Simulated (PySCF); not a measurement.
# Radial density of Co (cobalt, neutral)

UHF, [Ar] 3d6 4s2 5s1, high-spin 6D determinant (an excited configuration). All numbers are calculated (PySCF 2.14, the spin-free X2C one-electron Hamiltonian (Gaussian nucleus), in x2c-TZVPPall with one added diffuse shell each of s, p, d, f type (7s6p5d3f1g, 80 functions)).

| r (bohr) | 4πr²ρ (e/bohr) | 4πr²(ρα − ρβ) |
| --- | --- | --- |
| 0.000956 | 0.2154 | 0.0000 |
| 0.00161 | 0.5441 | 0.0001 |
| 0.00270 | 1.360 | 0.0002 |
| 0.00455 | 3.287 | 0.0005 |
| 0.00765 | 7.448 | 0.0011 |
| 0.0129 | 15.16 | 0.0021 |
| 0.0217 | 25.80 | 0.0033 |
| 0.0364 | 32.69 | 0.0040 |
| 0.0613 | 28.45 | 0.0076 |
| 0.103 | 26.92 | 0.0477 |
| 0.173 | 36.75 | 0.3006 |
| 0.292 | 22.63 | 1.4233 |
| 0.490 | 15.51 | 3.7042 |
| 0.825 | 15.90 | 3.8473 |
| 1.39 | 4.219 | 1.4127 |
| 2.33 | 1.207 | 0.1564 |
| 3.92 | 0.2878 | 0.0020 |
| 6.60 | 0.1772 | 0.1711 |
| 11.1 | 0.05640 | 0.0564 |
| 18.7 | 0.0001083 | 0.0001 |

Densities and radii are taken from the X2C orbitals without a picture-change correction, which distorts them close to the nucleus.

The outer electron is Rydberg-like, and this basis confines it to a smaller radius and binds it less than a complete one would.
